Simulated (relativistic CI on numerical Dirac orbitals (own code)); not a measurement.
## Co³⁺: 2p photoemission

Computed with this model: Dirac-Coulomb-Breit CI, KLI orbitals optimised for each configuration, model QED, valence Slater integrals scaled by 0.9, multiplet model of photoemission in the sudden approximation; configurations [Ar] 3d6 → [He] 2s2 2p5 3s2 3p6 3d6; 300 K; Lorentzian 0.7 eV and Gaussian 0.6 eV FWHM. Energies are those of the free ion, without screening or charge transfer. The energies are binding energies and can lie tens of eV above those of solids. S is read from ⟨S²⟩ = S(S + 1).

Field parameters in Wybourne normalisation: Oh B⁴₀ = 21Dq, B⁴₄ = √(5/14) B⁴₀. The field is a parameter set, without covalency.

Peaks in eV (height, largest 100): 834.4 (100), 836.5 (95), 838.5 (44), 842.1 (23), 851.6 (49), 852.6 (64), 854.2 (30), 856.8 (9).

**Question.** Which surroundings give this spectrum?
A. Oh, 10Dq = 18650 cm⁻¹
B. Oh, 10Dq = 33150 cm⁻¹
C. Oh, 10Dq = 11400 cm⁻¹
D. Oh, 10Dq = 4100 cm⁻¹

**Answer.** D. Oh, 10Dq = 4100 cm⁻¹, where the ground state has S = 2.00.
